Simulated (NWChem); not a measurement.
AlGeH3Cl2; SMILES [Cl][Al]([Cl])[GeH3]

Program: NWChem. Structure relaxed at the PBE0/def2-SVP level.

Q: What does the run give for B3LYP/3-21G? Quantities: highest occupied level (eV); orbital gap (eV); dipole (D).

A: 
| Item | Result |
|---|---|
| highest occupied level (eV) | -8.29 |
| orbital gap (eV) | 6.01 |
| dipole (D) | 2.65 |
